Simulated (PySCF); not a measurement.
## How methods differ on the ionisation energy of Br¹⁶⁺

Br¹⁶⁺ [Ar] 3d1 [3d3/2^1, M_J = 3/2] → Br¹⁷⁺ [Ar], as a difference of total energies. Calculation: PySCF 2.14, in an uncontracted even-tempered set (17 s from 1.5 bohr⁻², ratio 2.8; 12 p from 1.9 bohr⁻², ratio 2.8; 8 d from 1.9 bohr⁻², ratio 2.8; 4 f from 5.8 bohr⁻², ratio 3); the two-component X2C-1e Hamiltonian. Correlated levels: [Ne] frozen; the 76 highest virtual spinors dropped. "Screened" scales the spin-orbit matrix elements by Boettger's factors to mimic the two-electron term; Breit and QED terms are absent.

```tsv
method	ionisation energy (eV)
GHF (spin-free)	576.17
GMP2 (spin-free)	576.29
GHF (screened spin-orbit)	577.14
GMP2 (screened spin-orbit)	577.28
```

Breit and QED terms and the two-electron picture change are absent.

The spin-free rows lack the spin-orbit shift.

For comparison: 577 ± 3 eV (theoretical estimate listed by NIST; NIST Atomic Spectra Database, ionization energies).
